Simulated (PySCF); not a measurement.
# Finite-field polarisability of Be (beryllium, neutral)

[He] 2s2, closed-shell 1S. Calculation: PySCF 2.14, in aug-cc-pCVDZ; the non-relativistic Hamiltonian (point nucleus). Frozen: 1s2. Energy changes in a uniform field (μhartree):

```tsv
axis	F (au)	HF	MP2	CCSD	CCSD(T)
x	0.0021	-99.177	-92.856	-83.364	-83.364
x	0.0042	-396.895	-371.612	-333.640	-333.640
```

Problem. Derive α along x at CCSD(T) from the two fields.

Solution. With ΔE = −αF²/2 − γF⁴/24, α = −(16 ΔE(F) − ΔE(2F))/(6F²) = 37.80 bohr³.

Problem. And the mean polarisability at each level?

Solution. HF 44.97, MP2 42.10, CCSD 37.80, CCSD(T) 37.80 bohr³. Reference: 37.74 ± 0.03 bohr³ (recommended; Schwerdtfeger and Nagle, table of static dipole polarizabilities (2023 update)).

A double-zeta set is small for polarisabilities.
